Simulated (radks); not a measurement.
Question: Ir3+, configuration [Xe] 4f14 5d6. Calculated with a radial shooting solver on a logarithmic mesh with Libxc functionals: Dirac Kohn-Sham, LDA (Slater exchange, Perdew-Wang correlation), spin-unpolarised, spherical densities, finite nucleus; open shells fill j = l - 1/2 first; Fermi nuclear charge, rms radius 5.4032 fm. Some entries of the table are withheld. Estimate them.

orbital  occ.  eigenvalue (hartree)  <1/r> (bohr^-1)  <r> (bohr)
1s1/2       2             -2791.207            92.06     0.01745
2s1/2       2             -488.9543            22.54         (1)
2p1/2       2                   (2)            22.52     0.06019
2p3/2       4                   (3)            18.58     0.06850
3s1/2       2             -115.2251            8.274      0.1901
3p1/2       2             -106.1058            8.194      0.1802
3p3/2       4             -93.02769            7.171      0.1955
3d3/2       4             -77.68794            7.070         (4)
3d5/2       6             -74.85904            6.833         (5)
4s1/2       2                   (6)            3.495      0.4235
4p1/2       2             -21.60963            3.387      0.4268
4p3/2       4             -18.50724            3.029      0.4608
4d3/2       4             -12.16447            2.823      0.4721
4d5/2       6             -11.58843            2.739      0.4834
5s1/2       2              -4.75024            1.398      0.9760
5p1/2       2              -3.53013            1.273       1.059
4f5/2       6              -3.51098            2.335      0.5310
4f7/2       8              -3.39611            2.301      0.5387
5p3/2       4              -3.02001            1.145       1.155
5d3/2       4              -1.38998           0.8521       1.524
5d5/2       2              -1.33660           0.8247       1.570

Answer: 
(1) 2s1/2 <r> (bohr): 0.07301
(2) 2p1/2 eigenvalue (hartree): -468.7233
(3) 2p3/2 eigenvalue (hartree): -408.9791
(4) 3d3/2 <r> (bohr): 0.1705
(5) 3d5/2 <r> (bohr): 0.1752
(6) 4s1/2 eigenvalue (hartree): -25.46255
